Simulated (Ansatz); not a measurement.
Geometry optimisation, Ansatz, RKS PBE0-D4/6-31G*.

Input file:

```yaml
crystal:
  periodic: [false, false, false]
  atoms:
    - { symbol: B, position_ang: [0.0, 0.0, 0.0] }
    - { symbol: F, position_ang: [0.0, 0.0, 1.67] }
    - { symbol: F, position_ang: [1.1431, 0.0, -0.66] }
    - { symbol: C, position_ang: [-1.3856, 0.0, -0.8] }
    - { symbol: H, position_ang: [-1.9458, -0.9305, -0.5708] }
    - { symbol: H, position_ang: [-1.9898, 0.8797, -0.4946] }
    - { symbol: H, position_ang: [-1.1839, 0.0508, -1.8903] }
    - { symbol: O, position_ang: [0.0766, 1.621, 0.5392] }
    - { symbol: H, position_ang: [0.4753, 1.6492, 1.4668] }
    - { symbol: H, position_ang: [0.0485, 1.0264, 1.5024] }
basis:
  gaussian: { orbitals: "6-31G*" }
hamiltonian:
  xc: pbe0
  dispersion: d4
relax:
  f_tol: 0.15
  max_steps: 25
  restrain:
    - { distance: [0, 7], at: 1.41, k: 30.0 }
    - { distance: [9, 1], at: 0.92, k: 30.0 }
    - { distance: [0, 1], at: 2.52, k: 30.0 }
    - { distance: [9, 7], at: 2.21, k: 30.0 }
```

Run as:

```bash
$ ansatz run input.yaml --threads 2 --pin off --max-ram 3072MiB --backend cpu --events-out ev --progress --plain --runs-dir out
```

**Question.** Where does it end, and by what steps?

**Answer.** It converged. The restraints hold the end off the free minimum. After 11 steps the energy has fallen by 5.533 eV (the restraints' own energy left out); H9 moved furthest, 1.16 Å. Parted: H9–H10 (0.76 → 2.66 Å).

```tsv
step	energy less start (eV)	largest force component (eV/Å)	accepted
0	0.0000	7.811	yes
1	-2.1991	4.603	yes
2	-3.1785	4.918	yes
3	-4.0865	3.113	yes
4	-4.6799	1.776	yes
5	-5.0719	1.720	yes
6	-5.3324	1.033	yes
7	-5.4318	1.626	yes
8	-5.5045	0.594	yes
9	-5.5262	0.676	yes
10	-5.5312	0.667	yes
11	-5.5328	0.654	yes
```

```xyz
10
Properties=species:S:1:pos:R:3
B 0.057 0.567 -0.264
F -0.402 -0.365 2.035
F 1.186 -0.080 -0.573
C -1.336 0.068 -0.761
H -1.476 -0.993 -0.525
H -2.164 0.634 -0.329
H -1.404 0.159 -1.850
O 0.187 1.781 0.397
H 1.122 1.972 0.554
H -0.531 0.554 2.080
```

Time of the run: 27 s on 2 threads of Arm Neoverse V1 (shared host), peak memory 0.16 GiB.
